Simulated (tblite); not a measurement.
C4H9FGe2.
Atom-mapped SMILES: `[CH3:1][C:2]1=[CH:3][CH2:4][Ge@H:5]([F:6])[GeH2:7]1` (hydrogens: H8, H9, H10 on C1; H11 on C3; H12, H13 on C4; H14 on Ge5; H15, H16 on Ge7)

Computed with GFN2-xTB (tblite), gas phase: L-BFGS steps from a force-field or distance-geometry start until the largest atomic force falls under 0.01 eV/Å.

Step 52: E = -591.9180 eV
```
atom  x, y, z in Å  |  force x, y, z in eV/Å
C1      2.2229   -0.0108   -0.8579    0.013   0.024   0.028
C2      0.8479   -0.0803   -0.2684   -0.017   0.013   0.003
C3     -0.0665   -0.9315   -0.7310   -0.028  -0.004   0.002
C4     -1.4915   -1.0524   -0.2755    0.029  -0.006  -0.018
Ge5    -1.9166    0.3931    1.0420    0.068   0.014  -0.025
F6     -2.8981    1.5442    0.1007   -0.049   0.005   0.008
Ge7     0.3450    1.1639    1.1738   -0.023  -0.003  -0.057
H8      2.3213   -0.6610   -1.7265    0.006  -0.011   0.039
H9      2.4337    1.0145   -1.1602    0.027   0.023  -0.026
H10     2.9709   -0.2896   -0.1162    0.011  -0.025   0.021
H11     0.2175   -1.6133   -1.5311   -0.069   0.019   0.005
H12    -2.1499   -0.9687   -1.1446    0.005  -0.011   0.013
H13    -1.6591   -2.0493    0.1405   -0.002   0.013   0.012
H14    -2.9501    0.0637    2.1152    0.008  -0.040  -0.003
H15     1.1195    0.8976    2.4414    0.002  -0.007  -0.014
H16     0.6453    2.5890    0.7865    0.017  -0.004   0.012
```

Step 53: E = -591.9188 eV
```
atom  x, y, z in Å  |  force x, y, z in eV/Å
C1      2.2251   -0.0114   -0.8555    0.021   0.006   0.029
C2      0.8483   -0.0803   -0.2692   -0.016   0.023  -0.004
C3     -0.0663   -0.9316   -0.7318   -0.020  -0.013   0.005
C4     -1.4916   -1.0520   -0.2777    0.017   0.006  -0.008
Ge5    -1.9155    0.3930    1.0429    0.030  -0.017  -0.008
F6     -2.9053    1.5439    0.1104   -0.046   0.006   0.001
Ge7     0.3434    1.1661    1.1700    0.000   0.017  -0.050
H8      2.3211   -0.6598   -1.7262    0.011   0.009   0.036
H9      2.4422    1.0155   -1.1520    0.017  -0.021  -0.014
H10     2.9703   -0.3009   -0.1138   -0.007  -0.004   0.006
H11     0.2162   -1.6161   -1.5302   -0.055   0.025   0.003
H12    -2.1481   -0.9635   -1.1479    0.002  -0.013   0.017
H13    -1.6625   -2.0505    0.1345    0.004   0.032   0.008
H14    -2.9464    0.0583    2.1200    0.029  -0.035  -0.018
H15     1.1228    0.9064    2.4363   -0.002  -0.007  -0.016
H16     0.6389    2.5920    0.7788    0.015  -0.014   0.013
```

Step 54: E = -591.9198 eV
```
atom  x, y, z in Å  |  force x, y, z in eV/Å
C1      2.2279   -0.0114   -0.8522    0.008  -0.023   0.027
C2      0.8486   -0.0795   -0.2705   -0.014   0.032  -0.016
C3     -0.0661   -0.9307   -0.7333   -0.002  -0.017   0.012
C4     -1.4909   -1.0507   -0.2798   -0.001   0.027   0.008
Ge5    -1.9150    0.3938    1.0432   -0.018  -0.048   0.010
F6     -2.9160    1.5442    0.1220   -0.039   0.004  -0.006
Ge7     0.3407    1.1686    1.1643    0.025   0.036  -0.033
H8      2.3220   -0.6593   -1.7229    0.016   0.017   0.007
H9      2.4527    1.0158   -1.1441    0.006  -0.047  -0.004
H10     2.9692   -0.3121   -0.1111   -0.008   0.017   0.017
H11     0.2133   -1.6179   -1.5300   -0.032   0.025  -0.005
H12    -2.1455   -0.9598   -1.1506   -0.015  -0.011   0.007
H13    -1.6646   -2.0496    0.1303    0.009   0.034   0.009
H14    -2.9422    0.0513    2.1251    0.053  -0.029  -0.036
H15     1.1251    0.9123    2.4278   -0.004  -0.006  -0.007
H16     0.6333    2.5940    0.7705    0.016  -0.009   0.011
```

**Question.** Estimate the geometry and energy of step 55. (The exact step hangs on the optimiser's Hessian estimate; all steps are aligned on step 54, rigid shifts and turns removed.)

**Answer.** E = -591.9206 eV, largest force 0.079 eV/Å
```
atom  x, y, z in Å  |  force x, y, z in eV/Å
C1      2.2304   -0.0120   -0.8486   -0.008  -0.040   0.018
C2      0.8488   -0.0781   -0.2717   -0.011   0.032  -0.025
C3     -0.0659   -0.9294   -0.7343    0.009  -0.013   0.016
C4     -1.4904   -1.0481   -0.2815   -0.016   0.035   0.015
Ge5    -1.9159    0.3939    1.0439   -0.035  -0.050   0.013
F6     -2.9263    1.5442    0.1319   -0.032  -0.003  -0.004
Ge7     0.3381    1.1714    1.1585    0.032   0.039  -0.013
H8      2.3229   -0.6590   -1.7196    0.021   0.014  -0.022
H9      2.4623    1.0146   -1.1369   -0.001  -0.051   0.000
H10     2.9683   -0.3214   -0.1083   -0.002   0.025   0.038
H11     0.2111   -1.6180   -1.5301   -0.014   0.018  -0.013
H12    -2.1431   -0.9570   -1.1529   -0.031  -0.006  -0.005
H13    -1.6662   -2.0466    0.1278    0.013   0.022   0.012
H14    -2.9377    0.0433    2.1297    0.062  -0.025  -0.043
H15     1.1269    0.9158    2.4186   -0.003  -0.002   0.005
H16     0.6289    2.5953    0.7621    0.018   0.005   0.008
```

The energy changes by -0.0008 eV. The first-order estimate −F·Δx gives -0.0010 eV and the mean of the old and new forces, exact on a quadratic surface, -0.0008 eV. The step makes an angle of 77° with the force vector and moves no atom by more than 0.014 Å.

What follows is the cost of the whole relaxation. On an Arm Neoverse V1 with one thread, shared host with 32 logical CPUs at a one-minute load of 28, this took 0.9 s.
